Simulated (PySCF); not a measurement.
H5GeSi, SMILES [SiH2][GeH3], doublet, PBE0/def2-SVP optimised geometry.

```
7

Si    -0.49    -0.70     0.00
Ge    -1.45    -2.06     1.70
H      1.00    -0.70     0.00
H     -1.00     0.70     0.00
H     -2.98    -2.07     1.56
H     -0.93    -3.50     1.56
H     -1.09    -1.55     3.12
```

Density from PySCF with unrestricted PBE0/def2-TZVP at that geometry.

Minimum of the electron density along straight lines between bonded atoms, close to the bond critical point (lines longer than 1.1 times the sum of covalent radii, or with two minima, are not listed):

```tsv
bond	length / Å	ρ at the minimum / e bohr⁻³	∇²ρ there / e bohr⁻⁵	position (fraction from the first atom)
Si1–Ge2	2.375	0.089	-0.12	0.48
Si1–H3	1.497	0.117	0.14	0.49
Si1–H4	1.497	0.117	0.14	0.49
Ge2–H5	1.540	0.132	0.06	0.59
Ge2–H6	1.540	0.132	0.06	0.59
Ge2–H7	1.544	0.131	0.06	0.59
```
